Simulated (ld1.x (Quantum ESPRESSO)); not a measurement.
Transferability test, PAW potential for Ti (Z = 22)

ld1.x (Quantum ESPRESSO) 7.5 input, shortened:

```
&input
   title='Ti', zed=22., rel=1, dft='PBE', iswitch=3,
   config='[Ar] 3d2 4s2 4p0'
 /
 &inputp
   pseudotype=3, lpaw=.true., tm=.true., lloc=-1, rcloc=3.30,
   nlcc=.true., new_core_ps=.true.,
   which_augfun='BESSEL', rmatch_augfun=2.35
 /
6
4S  1  0   2.00   0.00  2.40  3.35  0.0
4S  1  0   0.00   0.05  2.40  3.35  0.0
4P  2  1   0.00   0.00  2.80  3.30  0.0
4P  2  1   0.00   1.25  2.80  3.30  0.0
3D  3  2   2.00   0.00  2.20  2.40  0.0
3D  3  2   0.00   1.60  2.20  2.40  0.0
 &test
   configts(1)='3d2 4s2 4p0'
 /
```

Energies are relative to the spin-unpolarised reference configuration 3d2 4s2 4p0; without spin polarisation the order of configurations can differ from experiment. The frozen-core shift is the all-electron ΔE with the core orbitals held at their reference shape minus the fully relaxed ΔE.

Question: Give the all-electron excitation energy and the error of the potential for: 3d2 4s1 4p0; 3d2 4s0 4p0; 3d1 4s0 4p0; 3d1 4s2 4p0; 3d3 4s0 4p0; 3d3 4s1 4p0; 3d2 4s0 4p1.

Answer:

```json
{"valence configuration": "3d2 4s1 4p0", "charge": "+1", "ΔE all-electron (eV)": "7.347", "error AE − PS (meV)": "-2.6", "frozen-core shift (meV)": "+2.0"}
{"valence configuration": "3d2 4s0 4p0", "charge": "+2", "ΔE all-electron (eV)": "20.919", "error AE − PS (meV)": "-17", "frozen-core shift (meV)": "+14"}
{"valence configuration": "3d1 4s0 4p0", "charge": "+3", "ΔE all-electron (eV)": "47.867", "error AE − PS (meV)": "-689", "frozen-core shift (meV)": "+682"}
{"valence configuration": "3d1 4s2 4p0", "charge": "+1", "ΔE all-electron (eV)": "9.745", "error AE − PS (meV)": "-243", "frozen-core shift (meV)": "+312"}
{"valence configuration": "3d3 4s0 4p0", "charge": "+1", "ΔE all-electron (eV)": "7.395", "error AE − PS (meV)": "-148", "frozen-core shift (meV)": "+146"}
{"valence configuration": "3d3 4s1 4p0", "charge": "0", "ΔE all-electron (eV)": "1.106", "error AE − PS (meV)": "-86", "frozen-core shift (meV)": "+91"}
{"valence configuration": "3d2 4s0 4p1", "charge": "+1", "ΔE all-electron (eV)": "11.123", "error AE − PS (meV)": "-6.3", "frozen-core shift (meV)": "+5.3"}
```
